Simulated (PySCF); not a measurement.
# O (oxygen, neutral): UHF calculation

Configuration: [He] 2s2 2p4, high-spin 3P determinant. Computed with PySCF 2.14 in x2c-TZVPPall (5s3p2d1f, 31 functions), with scalar relativity by spin-free X2C-1e.

- Total energy: -74.867874 hartree
- One-electron energy: -103.3307 hartree
- Hartree (Coulomb) energy: 36.6907 hartree
- Exchange energy: -8.2279 hartree
- ⟨S²⟩: 2.0082
- ⟨L²⟩: 2.014
- Sum of ⟨r⟩: 7.604 bohr
- Sum of ⟨r²⟩: 11.14 bohr²
- Traceless quadrupole moment −½Σ⟨3z² − r²⟩ along its main axis: -0.942 e·bohr²
- Langevin diamagnetic susceptibility: -8.83 ×10⁻⁶ cm³/mol

| shell | electrons | mean orbital energy (hartree) | spread (hartree) | rms radius, mean of both spins (bohr) |
| --- | --- | --- | --- | --- |
| 1s α | 1 | -20.72082 | 0 | 0.230 |
| 1s β | 1 | -20.64160 | 0 | 0.230 |
| 2s α | 1 | -1.41824 | 0 | 1.26 |
| 2s β | 1 | -1.07636 | 0 | 1.26 |
| 2p α | 3 | -0.67582 | 0.09923 | 1.40 |
| 2p β | 1 | -0.52055 | 0 | 1.40 |

Spin-orbit constants ζ (cm⁻¹) from the X2C one-electron operator on these orbitals: bare nucleus, nucleus screened by l(l+1)(2l+1)/3 electrons, and screened by the Breit-Pauli mean field of the electrons.

```json
{"shell": "2p", "bare": "241.6", "screened nucleus": "181.2", "mean field": "155.2"}
```

To first order the Landé constant is A = -77.60 cm⁻¹, so the lowest level has J = 2 and lies 0.00962 eV below the centre of the term. This holds in LS coupling only.
